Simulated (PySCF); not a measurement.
Electronic structure of Mg (magnesium, neutral) at the UHF level

Configuration: [Ne] 3s2, closed-shell 1S. Calculation: PySCF 2.14, in x2c-TZVPall; scalar relativity by spin-free X2C-1e.

| Quantity | Value |
| --- | --- |
| Total energy | -199.912927 hartree |
| One-electron energy | -279.8619 hartree |
| Hartree (Coulomb) energy | 95.9829 hartree |
| Exchange energy | -16.0339 hartree |
| ⟨S²⟩ | 0.0000 |
| ⟨L²⟩ | 0.000 |
| Sum of ⟨r⟩ | 12.24 bohr |
| Sum of ⟨r²⟩ | 29.53 bohr² |
| Langevin diamagnetic susceptibility | -23.4 ×10⁻⁶ cm³/mol |
| Time after the integrals | 0.06 s of wall time on 1 thread of Neoverse-V1 (shared host) |

```json
{"shell": "1s", "electrons": "2", "mean orbital energy (eV)": "-1336.4", "rms radius, mean of both spins (bohr)": "0.151"}
{"shell": "2s", "electrons": "2", "mean orbital energy (eV)": "-102.83", "rms radius, mean of both spins (bohr)": "0.754"}
{"shell": "2p", "electrons": "6", "mean orbital energy (eV)": "-62.034", "rms radius, mean of both spins (bohr)": "0.774"}
{"shell": "3s", "electrons": "2", "mean orbital energy (eV)": "-6.894", "rms radius, mean of both spins (bohr)": "3.52"}
```
